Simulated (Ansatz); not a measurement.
A nudged elastic band was laid between two geometries of AlClF3H (6 atoms, charge 0, multiplicity 1).

Theory: Ansatz 0.2.0, RKS PBE-D4/cc-pVDZ.

* movable images: 5
* climbing image: yes
* spring: 5.0 eV/Å²
* optimiser: quadratic models (default)
* start path: through a guess of the saddle point
* force threshold: 0.05 eV/Å
* iteration limit: 60
* end points: relaxed

First end point:

```xyz
6
Properties=species:S:1:pos:R:3
Al 0.010 -0.087 0.106
Cl 0.008 0.270 2.265
F 1.476 0.151 -0.704
F -1.473 0.070 -0.692
F 0.065 -2.003 0.683
H 0.060 -1.697 1.624
```

Last end point:

```xyz
6
Properties=species:S:1:pos:R:3
Al 0.017 -0.380 -0.107
Cl 0.016 0.010 2.333
F 1.474 0.243 -0.698
F -1.477 0.162 -0.687
F 0.065 -2.027 0.490
H 0.050 -1.304 1.949
```

Question: Which bonds break or form, and what moves?

Answer: Bonds broken: F5–H6. Bonds formed: Cl2–H6.

Question: What energy profile does the band end with?

Answer: The forces met the threshold. The highest image is number 5 of 0 to 6, 13.6 kJ/mol above the first end and 0.2 kJ/mol above the last; the last end lies 13.5 kJ/mol above the first. The top lies less than 8 meV above the higher end, about what the thresholds resolve: that end is a shoulder or a very shallow well. A vibrational analysis at the climbing image gives one clearly imaginary mode, 140i cm⁻¹: a first-order saddle point. The orbitals stay closed-shell, which can raise the energy where a bond breaks towards radicals; this wasn't checked here.

```json
{"image": "0", "path coordinate (Å)": "0.00", "energy (kJ/mol)": "0.0", "F5–H6 (Å)": "0.99", "Cl2–H6 (Å)": "2.07"}
{"image": "1", "path coordinate (Å)": "0.13", "energy (kJ/mol)": "0.8", "F5–H6 (Å)": "1.02", "Cl2–H6 (Å)": "1.91"}
{"image": "2", "path coordinate (Å)": "0.26", "energy (kJ/mol)": "4.0", "F5–H6 (Å)": "1.06", "Cl2–H6 (Å)": "1.76"}
{"image": "3", "path coordinate (Å)": "0.39", "energy (kJ/mol)": "9.0", "F5–H6 (Å)": "1.15", "Cl2–H6 (Å)": "1.63"}
{"image": "4", "path coordinate (Å)": "0.51", "energy (kJ/mol)": "12.8", "F5–H6 (Å)": "1.28", "Cl2–H6 (Å)": "1.51"}
{"image": "5", "path coordinate (Å)": "0.64", "energy (kJ/mol)": "13.6", "F5–H6 (Å)": "1.43", "Cl2–H6 (Å)": "1.43"}
{"image": "6", "path coordinate (Å)": "0.81", "energy (kJ/mol)": "13.5", "F5–H6 (Å)": "1.63", "Cl2–H6 (Å)": "1.37"}
```

Question: What is the geometry of the highest image?

Answer: 
```xyz
6
Properties=species:S:1:pos:R:3
Al 0.014 -0.333 -0.060
Cl 0.014 0.012 2.322
F 1.479 0.217 -0.700
F -1.481 0.143 -0.688
F 0.066 -2.003 0.573
H 0.054 -1.331 1.833
```

Time of the run: 30 s on 1 thread of AMD EPYC 9R45 96-Core Processor (Zen 5), on a shared host, peak memory 0.14 GiB.
